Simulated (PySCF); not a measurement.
**BrPdN: bending curve**

These are results of UPBE0/[Pd def2-SVP with ECP28, N def2-SVP, Br def2-SVP], scalar-relativistic core potentials, density fitting, no spin–orbit coupling, PySCF, not measurements.

Rigid scan from the triplet minimum (Pd–Br 2.365 Å, Pd–N 1.746 Å; Br–Pd–N 110.6°). Coordinate: the N–Pd–Br angle, bonds fixed. Energies in kJ/mol from the minimum.

Q: Predict the curve at 80, 90, 100, 110, 120, 130, 140, 150, 160, 170, 180.

A: 
```tsv
bond angle (°)	E (kJ/mol)	dipole size (D)	⟨S²⟩
80	30.7	4.03	2.03
90	12.1	3.86	2.04
100	2.7	3.55	2.05
110	0.0	3.20	2.06
120	2.3	2.84	2.08
130	8.0	2.52	2.10
140	15.6	2.22	2.14
150	24.0	1.96	2.18
160	31.9	1.71	2.23
170	39.1	1.47	2.29
180	43.5	1.15	2.35
```

With the bonds held, the linear shape lies 43.5 kJ/mol from the minimum.

Spin contamination is strong at 160, 170, 180, so these points are less reliable.

Open d and f shells are described by one determinant, and the ground state may have another occupation or spin.

Other isomers or separated fragments may lie lower.
